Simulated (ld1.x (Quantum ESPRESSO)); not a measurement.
# Mn (Z = 25): excitation energies, all-electron against ultrasoft

| Item | Value |
| --- | --- |
| Element | manganese |
| Generator | ld1.x (Quantum ESPRESSO) 7.5 |
| Type | ultrasoft |
| Functional | PBEsol |
| Relativity | scalar-relativistic |
| Frozen core | [Ar] |
| Valence charge | 7 |
| Reference configuration | 3d5 4s1.5 4p0 (charge +0.5) |
| Partial waves | 4s (bound): rcut 2.20, rcutus 2.70 bohr; 4s channel at 2.65 Ry: rcut 2.20, rcutus 2.70 bohr; 4p (bound, empty): rcut 2.30, rcutus 2.70 bohr; 4p channel at 0.8 Ry: rcut 2.30, rcutus 2.70 bohr; 3d (bound): rcut 1.60, rcutus 1.75 bohr; 3d channel at 1 Ry: rcut 1.60, rcutus 1.75 bohr |
| Local potential | all-electron potential smoothed inside 1.95 bohr (lloc = -1) |
| Core correction | none |
| Augmentation charge | PSQ, radius 1.25 bohr |

Energies are relative to the spin-unpolarised reference configuration 3d5 4s1.5 4p0; without spin polarisation the order of configurations can differ from experiment.

```tsv
valence configuration	charge	ΔE all-electron (eV)	error AE − PS (meV)
3d5 4s2 4p0	0	-3.371	+0.9
3d5 4s1 4p0	+1	5.062	+1.5
3d5 4s0 4p0	+2	20.573	+67
3d4 4s0 4p0	+3	53.053	+28
3d5.5 4s1.5 4p0	0	-3.856	-1.9
3d5 4s0 4p2	0	4.590	+11
```

Task: What are ΔE and the potential's error for 3d4 4s2 4p1?

Result: ΔE = 4.458 eV all-electron; the error (AE − PS) is +27 meV.

Levels in the configuration 3d5 4s0 4p0:

| level | all-electron (eV) | pseudo (eV) |
| --- | --- | --- |
| 3d | -24.281 | -24.244 |
